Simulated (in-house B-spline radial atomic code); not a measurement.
**Ionising the iron ion Fe⁺ with different functionals**

Computed with an all-electron radial atomic-structure program (B-spline basis): non-relativistic Hamiltonian, point nucleus, spin-polarised at highest spin, spherical fractional occupations for the functionals, the average over the highest-spin determinants for Hartree-Fock. The ionisation energy is the difference of two self-consistent energies, [Ar] 3d6 4s1 → [Ar] 3d6, without Breit or QED terms; ε is the level of the shell that loses the electron (its least bound occupied spin orbital).

Hybrids are left out here: with spherical fractional occupations of an open shell their exact exchange keeps a self-interaction that integer-occupation calculations don't have.

| method | rung | ΔSCF (eV) | -ε(4s) (eV) |
| --- | --- | --- | --- |
| Hartree-Fock | Hartree-Fock | 15.10 | 15.21 |
| LDA VWN5 | LDA | ? | ? |
| LDA PW92 | LDA | 16.86 | 13.11 |
| LDA exchange-only | LDA | 16.17 | 12.46 |
| PBE | GGA | 16.64 | 12.88 |
| PBEsol | GGA | ? | ? |
| BLYP | GGA | 16.61 | 12.76 |
| RPBE | GGA | 16.50 | 12.78 |
| PW91 | GGA | 16.71 | 12.97 |
| BP86 | GGA | 16.72 | 13.05 |
| AM05 | GGA | 16.55 | 12.89 |
| OLYP | GGA | 16.16 | 12.48 |
| TPSS | meta-GGA | 16.38 | 12.83 |
| SCAN | meta-GGA | 16.65 | 13.26 |
| r2SCAN | meta-GGA | 16.48 | 13.20 |
| M06-L | meta-GGA | 15.82 | 12.75 |
| revTPSS | meta-GGA | 16.33 | 12.83 |

What does LDA VWN5 give?

ΔSCF 16.87 eV, and -ε(4s) = 13.12 eV.

What does PBEsol give?

ΔSCF 16.59 eV, and -ε(4s) = 12.92 eV.

How do they compare with the NIST value?

NIST lists 16.199 eV (measured, ground level to ground level). Errors run from -1.10 to +0.67 eV; OLYP is closest (-0.03 eV), but part of that can be cancellation, since the calculations leave out relativity, Breit-QED terms, multiplet and fine-structure energies. Hartree-Fock also lacks correlation.
